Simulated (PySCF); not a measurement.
Cl2Zr, multiplicity 1. Atoms are numbered in the order given.

```xyz
3

Zr     0.0000     0.0000     0.4632
Cl     0.0000     2.0625    -0.5449
Cl     0.0000    -2.0625    -0.5449
```

Geometry optimised at PBE0-D3(BJ)/def2-TZVP. The multiplicity is an assumed one; other spin states were not compared. The def2 effective core potentials stand for the cores of Zr; spin–orbit coupling is left out.

The numbers are results of TDDFT-PBE/def2-SVPD in PySCF, not measurements.

Vertical excitations.  State labels are in the subgroup C2v.

| state | symmetry | energy (eV) | λ (nm) | f | main pairs |
|---|---|---|---|---|---|
| S1 | B1 | 0.45 | 2754 | 0.001 | HOMO→LUMO 124 % |
| S2 | A1 | 0.46 | 2708 | 0.001 | HOMO→LUMO+1 122 % |
| S3 | A2 | 1.06 | 1171 | 0.000 | HOMO→LUMO+2 100 % |
| S4 | B2 | 1.38 | 898 | 0.007 | HOMO→LUMO+3 100 % |
| S5 | A1 | 3.34 | 371 | 0.219 | HOMO→LUMO+4 99 % |
| S6 | B1 | 4.08 | 304 | 0.406 | HOMO→LUMO+5 92 % |
| S7 | A2 | 4.26 | 291 | 0.000 | HOMO−1→LUMO 100 % |
| S8 | B2 | 4.32 | 287 | 0.003 | HOMO−1→LUMO+1 95 % |
| S9 | A1 | 4.37 | 284 | 0.059 | HOMO→LUMO+6 94 % |
| S10 | B1 | 4.42 | 281 | 0.026 | HOMO−2→LUMO+1 94 % |
| T1 | A2 | 0.64 | 1943 | 0 | HOMO→LUMO+2 100 % |
| T2 | B2 | 1.03 | 1206 | 0 | HOMO→LUMO+3 100 % |
| T3 | A1 | 2.33 | 533 | 0 | HOMO→LUMO+4 99 % |
| T4 | B1 | 2.84 | 436 | 0 | HOMO→LUMO+5 99 % |
Triplets are in the Tamm–Dancoff approximation, which puts them higher than full response would, so one can lie above its singlet here.
